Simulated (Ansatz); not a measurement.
Ansatz (a first-principles code) input for 1,1-difluoro-2-methylprop-1-ene (C4H6F2), SMILES CC(C)=C(F)F, PBE-D3(BJ)/def2-SVP. 

Ansatz 0.2 input:
```yaml
crystal:
  periodic: [false, false, false]
  atoms:
    - {symbol: C, position_ang: [0.00000000, -1.28564163, -1.40126755]}
    - {symbol: C, position_ang: [0.00000000, 0.00000000, -0.63469050]}
    - {symbol: C, position_ang: [-0.00000000, 1.28564164, -1.40126755]}
    - {symbol: C, position_ang: [0.00000000, 0.00000000, 0.69604551]}
    - {symbol: F, position_ang: [0.00000000, 1.07816686, 1.45301196]}
    - {symbol: F, position_ang: [-0.00000000, -1.07816686, 1.45301196]}
    - {symbol: H, position_ang: [0.88562321, -1.34763969, -2.05582016]}
    - {symbol: H, position_ang: [-0.00000000, -2.16302612, -0.74192700]}
    - {symbol: H, position_ang: [-0.88562322, -1.34763968, -2.05582016]}
    - {symbol: H, position_ang: [0.00000000, 2.16302612, -0.74192700]}
    - {symbol: H, position_ang: [-0.88562322, 1.34763968, -2.05582016]}
    - {symbol: H, position_ang: [0.88562321, 1.34763968, -2.05582017]}
basis:
  gaussian:
    orbitals: def2-SVP
hamiltonian:
  xc: pbe
  dispersion: d3bj
relax: {f_tol: 0.002, max_steps: 200}
```

Log of the run:

```
WARN ansatz: RAYON_NUM_THREADS=1 ignored (pool sized by the plan → 1); use --threads N
Functional definition: PBE
integrals: 0.05 GiB planned
1276 factors; their error is unknown
mean field: 0.33 GiB planned
mean field evaluation 1: about -9649.2021 eV, gradient 6.8e1 eV
mean field evaluation 2: about -9623.1970 eV, gradient 1.2e2 eV
mean field evaluation 4: about -9660.9180 eV, gradient 9.2e0 eV
mean field evaluation 8: about -9661.1132 eV, gradient 2.2e-1 eV
mean field evaluation 16: about -9661.0433 eV, gradient 5.8e-5 eV
mean field -9661.04329281 eV, -355.0367925203 hartree, gradient 4.9e-5 eV, S^2 0.000000; 0 other end points of the search recorded, 0 dependent functions left out
the calculation of the forces begins
reference -9661.04332074 eV, -355.0367935469 hartree; 24, 24 occupied and 90, 90 virtual orbitals, 1276 factors
relax step   1: F+E_penalty+E_count = -9661.26903570 eV  Δ(F+E_penalty+E_count) = +0.000e0 eV  max|allowed force component| = 6.804e-1 eV/Å  Δτ_max = 0.0000 Å  (29 SCF iters, accepted)
these checks for a lower state are left out or cut short: starts, cluster_reference, orbital_swaps, neighbouring_geometries, increment
integrals: 0.05 GiB planned
1276 factors; their error is unknown
mean field: 0.33 GiB planned
mean field -9661.06930627 eV, -355.0377484975 hartree, gradient 2.2e-5 eV, S^2 0.000000; 0 other end points of the search recorded, 0 dependent functions left out
the calculation of the forces begins
reference -9661.06933425 eV, -355.0377495258 hartree; 24, 24 occupied and 90, 90 virtual orbitals, 1276 factors
relax step   2: F+E_penalty+E_count = -9661.29396079 eV  Δ(F+E_penalty+E_count) = -2.493e-2 eV  max|allowed force component| = 2.665e-1 eV/Å  Δτ_max = 0.0183 Å  (33 SCF iters, accepted)
these checks for a lower state are left out or cut short: starts, cluster_reference, orbital_swaps, neighbouring_geometries, increment
integrals: 0.05 GiB planned
1276 factors; their error is unknown
mean field: 0.33 GiB planned
mean field evaluation 32: about -9661.0726 eV, gradient 2.2e-5 eV
mean field -9661.07261343 eV, -355.0378700332 hartree, gradient 2.2e-5 eV, S^2 0.000000; 0 other end points of the search recorded, 0 dependent functions left out
the calculation of the forces begins
reference -9661.07264144 eV, -355.0378710628 hartree; 24, 24 occupied and 90, 90 virtual orbitals, 1276 factors
relax step   3: F+E_penalty+E_count = -9661.29689243 eV  Δ(F+E_penalty+E_count) = -2.932e-3 eV  max|allowed force component| = 2.713e-2 eV/Å  Δτ_max = 0.0068 Å  (33 SCF iters, accepted)
these checks for a lower state are left out or cut short: starts, cluster_reference, orbital_swaps, neighbouring_geometries, increment
integrals: 0.05 GiB planned
1276 factors; their error is unknown
mean field: 0.33 GiB planned
mean field -9661.07262502 eV, -355.0378704591 hartree, gradient 1.3e-5 eV, S^2 0.000000; 0 other end points of the search recorded, 0 dependent functions left out
the calculation of the forces begins
reference -9661.07265304 eV, -355.0378714888 hartree; 24, 24 occupied and 90, 90 virtual orbitals, 1276 factors
relax step   4: F+E_penalty+E_count = -9661.29690716 eV  Δ(F+E_penalty+E_count) = -1.473e-5 eV  max|allowed force component| = 3.866e-3 eV/Å  Δτ_max = 0.0007 Å  (24 SCF iters, accepted)
these checks for a lower state are left out or cut short: starts, cluster_reference, orbital_swaps, neighbouring_geometries, increment
integrals: 0.05 GiB planned
1276 factors; their error is unknown
mean field: 0.33 GiB planned
mean field -9661.07262440 eV, -355.0378704366 hartree, gradient 1.5e-5 eV, S^2 0.000000; 0 other end points of the search recorded, 0 dependent functions left out
the calculation of the forces begins
reference -9661.07265242 eV, -355.0378714663 hartree; 24, 24 occupied and 90, 90 virtual orbitals, 1276 factors
relax step   5: F+E_penalty+E_count = -9661.29690763 eV  Δ(F+E_penalty+E_count) = -4.731e-7 eV  max|allowed force component| = 6.115e-4 eV/Å  Δτ_max = 0.0002 Å  (20 SCF iters, accepted)
integrals: 0.05 GiB planned
1276 factors; their error is unknown
mean field: 0.33 GiB planned
mean field evaluation 64: about -9661.0726 eV, gradient 8.3e-5 eV
mean field -9661.07262440 eV, -355.0378704366 hartree, gradient 3.4e-5 eV, S^2 0.000000; 1 other end points of the search recorded, 0 dependent functions left out
the calculation of the forces begins
reference -9661.07265242 eV, -355.0378714663 hartree; 24, 24 occupied and 90, 90 virtual orbitals, 1276 factors
Total energy: -9661.29693565 eV, -355.0461137229 hartree
Atom 0 at    -0.000000    -1.292014    -1.405279 Å, force     0.000000    -0.000612    -0.000296 eV/Å
Atom 1 at    -0.000000    -0.000000    -0.635614 Å, force    -0.000000    -0.000000     0.000283 eV/Å
Atom 2 at    -0.000000     1.292014    -1.405279 Å, force    -0.000000     0.000612    -0.000296 eV/Å
Atom 3 at    -0.000000    -0.000000     0.708620 Å, force    -0.000000     0.000000    -0.000382 eV/Å
Atom 4 at     0.000000     1.091795     1.473700 Å, force     0.000000    -0.000573     0.000184 eV/Å
Atom 5 at     0.000000    -1.091795     1.473700 Å, force     0.000000     0.000573     0.000184 eV/Å
Atom 6 at     0.891044    -1.356209    -2.067104 Å, force    -0.000038     0.000037     0.000039 eV/Å
Atom 7 at     0.000000    -2.176393    -0.741862 Å, force    -0.000000     0.000160     0.000084 eV/Å
Atom 8 at    -0.891044    -1.356209    -2.067104 Å, force     0.000038     0.000037     0.000039 eV/Å
Atom 9 at    -0.000000     2.176393    -0.741862 Å, force     0.000000    -0.000160     0.000084 eV/Å
Atom 10 at    -0.891044     1.356209    -2.067104 Å, force     0.000038    -0.000037     0.000039 eV/Å
Atom 11 at     0.891044     1.356209    -2.067104 Å, force    -0.000038    -0.000037     0.000039 eV/Å
Dipole moment:     0.000000    -0.000000    -0.300797 e Å
```

Self-consistency was reached.
